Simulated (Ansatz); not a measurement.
Geometry optimisation, RKS revPBE/6-31G* in Ansatz 0.2.0.

input.yaml

```yaml
crystal:
  periodic: [false, false, false]
  atoms:
    - { symbol: B, position_ang: [0.032063, -0.65729, -0.241759] }
    - { symbol: C, position_ang: [-0.158431, 0.039703, 2.484583] }
    - { symbol: H, position_ang: [-0.732403, 0.066823, 3.428244] }
    - { symbol: H, position_ang: [0.913863, 0.16593, 2.715055] }
    - { symbol: H, position_ang: [-0.489421, 0.867708, 1.839614] }
    - { symbol: H, position_ang: [1.128301, -0.174392, -0.127897] }
    - { symbol: O, position_ang: [-0.977805, 0.159213, -0.712592] }
    - { symbol: H, position_ang: [-1.823744, -0.324006, -0.798941] }
    - { symbol: "N", position_ang: [-0.145754, -2.106834, 0.041792] }
    - { symbol: H, position_ang: [-1.006414, -2.633132, -0.098863] }
    - { symbol: H, position_ang: [0.645759, -2.685985, 0.310525] }
    - { symbol: H, position_ang: [-0.310614, -0.929837, 1.975938] }
basis:
  gaussian: { orbitals: "6-31G*" }
hamiltonian:
  xc: revpbe
relax:
  f_tol: 0.03
  max_steps: 50
```

Run as:

```bash
$ ansatz run input.yaml --threads 1 --pin off --max-ram 2048MiB --backend cpu --events-out ev --progress --plain --runs-dir out
```

Q: Where does it end, and by what steps?

A: The forces met the threshold. The force dipped under the threshold on the way, but the program's further checks kept it going. After 34 steps the energy has fallen by 0.400 eV; H12 moved furthest, 1.65 Å.

| step | energy less start (eV) | largest force component (eV/Å) | accepted |
| --- | --- | --- | --- |
| 0 | 0.0000 | 1.981 | yes |
| 2 | -0.3171 | 0.366 | yes |
| 4 | -0.3587 | 0.325 | yes |
| 6 | -0.3752 | 0.059 | yes |
| 8 | -0.3782 | 0.096 | yes |
| 10 | -0.3815 | 0.162 | yes |
| 12 | -0.3862 | 0.080 | yes |
| 14 | -0.3898 | 0.071 | yes |
| 16 | -0.3915 | 0.036 | yes |
| 18 | -0.3891 | 0.200 | no |
| 20 | -0.3933 | 0.056 | yes |
| 22 | -0.3947 | 0.051 | yes |
| 24 | -0.3966 | 0.043 | yes |
| 26 | -0.3634 | 1.031 | no |
| 28 | -0.3979 | 0.057 | yes |
| 30 | -0.3986 | 0.022 | yes |
| 32 | -0.3992 | 0.104 | yes |
| 34 | -0.4001 | 0.003 | yes |

```xyz
12
Properties=species:S:1:pos:R:3
B 0.136 -1.016 -1.018
C -0.307 0.410 3.257
H -1.335 0.680 3.548
H 0.400 1.098 3.747
H -0.195 0.490 2.165
H 1.104 -0.698 -1.665
O -0.650 0.025 -0.536
H -1.420 -0.301 -0.029
N -0.132 -2.394 -0.799
H -0.912 -2.768 -0.262
H 0.478 -3.117 -1.171
H -0.093 -0.621 3.579
```

Run time: 73 s on 1 thread of Intel(R) Xeon(R) Platinum 8488C (Sapphire Rapids), on a shared host, peak memory 0.17 GiB.
